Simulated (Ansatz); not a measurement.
Molecular dynamics of BFH6O3

Input:

```yaml
crystal:
  periodic: [false, false, false]
  atoms:
    - { symbol: B, position_ang: [-0.1715, -0.8564, -0.223] }
    - { symbol: H, position_ang: [0.4791, 0.2897, -0.9705] }
    - { symbol: O, position_ang: [0.5882, -1.9694, -0.1231] }
    - { symbol: O, position_ang: [-1.4671, -0.8666, -0.6145] }
    - { symbol: H, position_ang: [0.2203, 1.1161, 1.0264] }
    - { symbol: F, position_ang: [-0.0803, -0.0295, 1.2429] }
    - { symbol: H, position_ang: [0.5816, 1.1977, -0.6056] }
    - { symbol: O, position_ang: [0.5614, 2.1018, 0.3001] }
    - { symbol: H, position_ang: [1.423, -1.882, 0.3299] }
    - { symbol: H, position_ang: [-1.8971, -1.7155, -0.5236] }
    - { symbol: H, position_ang: [-0.2377, 2.614, 0.1612] }
magnetization:
  spin_polarized: true
basis:
  gaussian: { orbitals: "6-31G" }
hamiltonian:
  xc: pbe
  dispersion: d4
md:
  timestep: 0.5
  n_steps: 150
  ensemble: nve
  temperature: 1000.0
  initial_velocities: maxwell_boltzmann
  seed: 323282
```

Run as:

```bash
$ ansatz run input.yaml --threads 1 --pin off --max-ram 2048MiB --backend cpu --events-out ev --progress --plain --runs-dir out
```

It starts from a rough guess of a transition structure, not a stationary point.

Output, in part (step lines, the closing report, with atoms numbered from 0):

```
md step     0: t =     0.00 fs  T =  1000.0 K  F+E_penalty+E_count = -9620.54481678 eV  E_kin = 1.163340 eV  conserved = -9619.38147679 eV  (27 SCF iters)
[... lines left out ...]
Total energy: -9620.59057261 eV, -353.5501824730 hartree
Atom 0 at    -0.096018    -1.024931    -0.792350 Å, force    -0.528843    -2.141209     2.247860 eV/Å
Atom 1 at     0.476932    -0.210046    -1.405547 Å, force     0.635413     0.421209    -0.468919 eV/Å
Atom 2 at     0.484148    -2.163709    -0.113961 Å, force    -1.171437     1.331394    -1.273368 eV/Å
Atom 3 at    -1.431004    -0.888272    -0.660475 Å, force     1.056353     2.490364    -2.407257 eV/Å
Atom 4 at     0.015809     0.891114     1.303643 Å, force     0.038703     3.580501    -1.940488 eV/Å
Atom 5 at     0.017300     0.085271     1.715586 Å, force     0.054571    -3.198522     1.733310 eV/Å
Atom 6 at     0.822446     1.934286    -0.610243 Å, force     0.955557    -0.976542    -2.119354 eV/Å
Atom 7 at     0.410592     2.248974     0.169191 Å, force    -1.071923     0.425607     2.173660 eV/Å
Atom 8 at     1.433431    -2.048159    -0.161369 Å, force     1.595386    -0.364667     0.204974 eV/Å
Atom 9 at    -2.091721    -1.355624    -0.221079 Å, force    -1.578994    -1.845695     1.681208 eV/Å
Atom 10 at     0.735526     3.144730     0.371646 Å, force     0.015216     0.277560     0.168375 eV/Å
Dipole moment:     0.461412     0.695450    -0.339408 e Å
```

The steps, from the saved trajectory:

| time (fs) | T (K) | potential energy less start (eV) | conserved less start (meV/atom) |
| --- | --- | --- | --- |
| 0.0 | 1000 | 0.000 | 0.00 |
| 2.5 | 917 | 0.101 | 0.35 |
| 5.0 | 905 | 0.112 | 0.14 |
| 7.5 | 669 | 0.390 | 0.43 |
| 10.0 | 846 | 0.179 | -0.10 |
| 12.5 | 621 | 0.445 | 0.37 |
| 15.0 | 569 | 0.502 | 0.12 |
| 17.5 | 281 | 0.843 | 0.60 |
| 20.0 | 441 | 0.651 | 0.13 |
| 22.5 | 559 | 0.518 | 0.44 |
| 25.0 | 1006 | -0.008 | -0.14 |
| 27.5 | 845 | 0.186 | 0.51 |
| 30.0 | 1018 | -0.022 | -0.07 |
| 32.5 | 770 | 0.272 | 0.47 |
| 35.0 | 907 | 0.107 | -0.06 |
| 37.5 | 832 | 0.198 | 0.24 |
| 40.0 | 907 | 0.111 | 0.25 |
| 42.5 | 888 | 0.132 | 0.13 |
| 45.0 | 680 | 0.377 | 0.49 |
| 47.5 | 958 | 0.047 | -0.19 |
| 50.0 | 735 | 0.313 | 0.46 |
| 52.5 | 1049 | -0.057 | -0.04 |
| 55.0 | 1030 | -0.031 | 0.41 |
| 57.5 | 985 | 0.017 | -0.02 |
| 60.0 | 796 | 0.244 | 0.56 |
| 62.5 | 1299 | -0.351 | -0.27 |
| 65.0 | 1175 | -0.200 | 0.35 |
| 67.5 | 1200 | -0.232 | 0.05 |
| 70.0 | 923 | 0.094 | 0.43 |
| 72.5 | 1115 | -0.135 | -0.12 |
| 75.0 | 1041 | -0.046 | 0.14 |

All steps were run. Fragments with unpaired electrons part while the orbitals are held closed-shell, so from then on the energies and the motion are artefacts of the method.

The step under study would form B1–F6, H5–O8, H2–H7 and break B1–H2, H5–F6, H7–O8. These pairs go: B1–F6 1.69 → 2.75 Å, H5–O8 1.27 → 1.81 Å, H2–H7 0.98 → 2.31 Å, B1–H2 1.52 → 1.17 Å, H5–F6 1.20 → 0.91 Å, H7–O8 1.28 → 0.94 Å. In the last frame they stand as before the step (other bonds may differ from the relaxed reactants and products). These pairs come and go: their bonding changes 16 times, last at 71 of 75 fs, so the outcome isn't settled. It ends as BH3O2 + FH + H2O. Pairs count as bonded within 1.25 times the sum of covalent radii (0.12 Å more for H–H).

Last frame:

```xyz
11
Properties=species:S:1:pos:R:3
B -0.096 -1.025 -0.792
H 0.477 -0.210 -1.405
O 0.484 -2.164 -0.114
O -1.431 -0.888 -0.660
H 0.016 0.891 1.304
F 0.017 0.085 1.716
H 0.822 1.934 -0.610
O 0.411 2.249 0.169
H 1.433 -2.048 -0.161
H -2.092 -1.356 -0.221
H 0.736 3.145 0.372
```

The run took 5.1 min on 1 CPU thread of a shared host.
